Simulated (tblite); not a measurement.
A tight-binding relaxation on `CB(C)c1ccc(Br)n1C`.

Computed with GFN2-xTB geometry optimisation, gas phase (tblite 0.8.0). Start geometry: from a force field or distance geometry. The input is one job of a driver script: a line of settings, then coordinates in Å.

Input:
```
{"job": {"kind": "relax", "xc": "GFN2-xTB", "basis": "xTB"}, "charge": 0, "multiplicity": 1}
C     -2.252700    -1.330600     0.449700
B     -1.241500    -0.120900     0.201600
C     -1.746000     1.363200     0.449700
C      0.267800    -0.463200    -0.181700
C      0.761400    -1.767300    -0.185500
C      2.081400    -1.689800    -0.566200
C      2.359700    -0.351900    -0.766500
Br     4.077800     0.314700    -1.300000
N      1.261100     0.389600    -0.527400
C      1.160700     1.845100    -0.672100
H     -1.902100    -1.965300     1.283000
H     -2.337800    -1.942100    -0.471000
H     -3.276400    -0.945200     0.716100
H     -2.808000     1.361100     0.780100
H     -1.705700     1.953200    -0.495100
H     -1.151800     1.857000     1.247400
H      0.224600    -2.671500     0.042400
H      2.773100    -2.521600    -0.678100
H      0.922600     2.315500     0.305300
H      0.401100     2.101700    -1.427800
H      2.121600     2.285400    -1.017900
```

Output:
```
step      E/eV     max force
  0    -784.39415    2.816
  1    -784.54998    0.669
  2    -784.59109    0.431
  3    -784.62004    0.325
  4    -784.62740    0.226
  5    -784.63292    0.192
  6    -784.63782    0.190
  7    -784.64247    0.150
  8    -784.64559    0.157
  9    -784.64748    0.083
... (129 lines left out)
139    -784.66462    0.025
140    -784.66477    0.025
141    -784.66491    0.031
142    -784.66505    0.029
143    -784.66516    0.021
144    -784.66524    0.016
145    -784.66528    0.017
146    -784.66532    0.013
147    -784.66535    0.013
148    -784.66538    0.009
```

«max force» is the largest atomic force in eV/Å.

**Question.** From which step on does the largest force stay under 0.1 eV/Å, and how much energy is left to gain from there?

**Answer.** From step 9 (0.083 eV/Å), 17.9 meV above the end.

Main results: energy lowered by 6.3 kcal/mol over 148 steps; largest atomic force 0.009 eV/Å at the end.

**Question.** Give the final coordinates.

**Answer.** 0.304 Å rms from the input after alignment:
```
atom  x, y, z in Å
C1    -2.2870   -1.2858    0.2592
B2    -1.2228   -0.1164    0.1906
C3    -1.6949    1.3357    0.6152
C4     0.2170   -0.4746   -0.2044
C5     0.7632   -1.7576   -0.1775
C6     2.1227   -1.6823   -0.4736
C7     2.3783   -0.3482   -0.6961
Br8    4.0262    0.4377   -1.1566
N9     1.2509    0.3793   -0.5378
C10    1.1543    1.7951   -0.7564
H11   -2.2632   -1.7285    1.2557
H12   -2.1037   -2.0923   -0.4457
H13   -3.3050   -0.9330    0.1083
H14   -2.5635    1.2965    1.2694
H15   -2.0057    1.9064   -0.2609
H16   -0.9317    1.9230    1.1200
H17    0.2247   -2.6540    0.0562
H18    2.8369   -2.4798   -0.5263
H19    1.3260    2.3477    0.1712
H20    0.1664    2.0382   -1.1388
H21    1.9018    2.1098   -1.4856
```

The run took 1.4 s on Arm Neoverse V1, one thread, no GPU (shared host).
Labels such as C1 count atoms from 1, the log's own numbers from 0.
